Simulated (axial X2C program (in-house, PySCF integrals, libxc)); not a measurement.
Values are calculated unless marked as measured or tabulated.
**GeBr: input and output**

Program: an in-house relativistic program for diatomic molecules.

Input file and command:
```json
{"zs": [35, 32], "q": 0, "bas": ["dyall-cv3z", "dyall-cv3z"], "levels": ["PBE0", "HF", "r2SCAN0"], "cc": true, "r0": 2.35, "thr": -1.0, "nmax": 90, "npts": 10, "nst": 2, "ntry": 6}
```
```bash
python so2c.py task.json out
```

Keys: zs atomic numbers; q charge; bas basis sets; levels methods; cc coupled cluster on or off; r0 starting distance in Å; thr threshold in hartree for freezing inner shells (an s shell follows its p shell); nmax most natural virtual spinors; npts points on the curve; nst determinants followed; ntry starts of the search. HF also brings MP2.

Output of the HF step, two-component, at R = 2.329 Å for the state Ω = 1/2. It starts from PBE0 orbitals of this distance.

```
two-component X2C + atomic mean field  HF
basis functions 210  fitting functions 1191  grid points 5803
iter        total energy     max residual
   1      -4700.095762059     2.83e-01
   2      -4700.129577115     9.62e-03
   3      -4700.130719154     6.48e-03
   4      -4700.130973134     1.24e-03
   5      -4700.131032946     5.40e-04
   6      -4700.131046499     3.53e-04
   7      -4700.131051564     1.77e-04
   8      -4700.131053139     9.13e-05
   9      -4700.131053619     5.14e-05
  10      -4700.131053758     2.62e-05
  11      -4700.131053793     5.51e-06
  12      -4700.131053795     1.69e-06
converged
one-electron -7051.02919133  Coulomb 2267.89066915  exact exchange -169.75585650  xc functional 0.00000000  nuclear repulsion 254.47766262  atomic mean-field constant -1.71433774
correlated 11  virtual 249  natural virtual 90  E(MP2) -0.236096125  MP2 remainder -0.007173630
iter   CCSD correlation   residual
   1     -0.246236624   1.13e-01
   2     -0.253119074   4.29e-02
   3     -0.254336833   1.70e-02
   4     -0.254366041   6.29e-03
   5     -0.254410443   1.94e-03
   6     -0.254411434   8.05e-04
   7     -0.254412240   2.87e-04
   8     -0.254414094   9.69e-05
   9     -0.254413248   4.23e-05
  10     -0.254413307   2.51e-05
  11     -0.254413084   1.33e-05
  12     -0.254413162   6.02e-06
  13     -0.254413172   2.46e-06
(T) -0.011014496  T1 0.0219  D1 0.0353  max T2 0.064
```
Energies are in hartree; totals compare only within one Hamiltonian and basis. T1 in the output is the amplitude norm over the root of the electron number; divide by √2 for the Lee–Taylor value.
